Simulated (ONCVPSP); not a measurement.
# Ranking ONCV potentials for caesium

All share these settings but for the change named:

* Element: caesium
* Generator: ONCVPSP 4.0.1
* Type: optimised norm-conserving Vanderbilt (ONCV)
* Functional: PBE
* Relativity: fully relativistic
* Frozen core: [Kr] 4d10
* Valence charge: 9
* Reference configuration: 5s2 5p6 6s1
* Partial waves: 5s+6s: rc 3.10 bohr, ncon 4, nbas 8, qcut 3.9 1/bohr, 2 projectors; 5p: rc 3.45 bohr, ncon 4, nbas 8, qcut 3.5 1/bohr, 2 projectors, debl 1.1 Ha; d scattering state at 0.25 Ha: rc 3.60 bohr, ncon 5, nbas 9, qcut 2.4 1/bohr, 3 projectors, debl 1.7 Ha
* Local potential: polynomial inside 2.60 bohr (lpopt 5, dvloc0 0 Ha)
* Core correction: Teter function, fcfact 2, rcfact 1.75

Open shells are filled in proportion to 2j + 1.

In the d channel the program set the typed energies aside and used 0.050, 1.750, 3.450 Ha (j = l + 1/2; the other j can differ).

Cutoff: the first of the cutoffs (Ha) at which the residual kinetic energy of the hardest occupied pseudo-wave falls to 1 and 0.1 mHa per electron; the density cutoff is not measured.

The base gives 4 Ha.

Of 8 variants that were run, those that failed, showed a ghost or another fault, or gave nearly equal values are left out.

A variant can come out equal or close to the base.

Task: Rank these variants from softest to hardest (loose cutoff).
A. s: qcut 5.8
B. p: nproj 3
C. all radii but the core radius scaled by about 1.28 (s 3.96, p 4.42, d 4.60 bohr); local potential polynomial inside 3.32 bohr (lpopt 5, dvloc0 0 Ha)

Result: C (4 Ha), B (4 Ha), A (8 Ha).
